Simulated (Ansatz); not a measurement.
AlBrH$_{4}$OSi, SMILES `[OH][Al]([SiH3])[Br]`, charge 0, multiplicity 1.

Q: Give a relaxed structure at PBE0-D4/def2-TZVP (Ansatz 0.2.0). (An estimate is asked.)

A: Computed: 
Cartesian coordinates in Å:
```
O 1.4561 1.6221 -0.4863
Al 0.5362 0.5971 0.4887
Si -0.9527 -1.0508 -0.5019
Br 0.7213 0.7818 2.7395
H 2.0596 2.2829 -0.1480
H -0.4815 -2.4213 -0.1600
H -1.0136 -0.9243 -1.9823
H -2.3253 -0.8875 0.0503
```
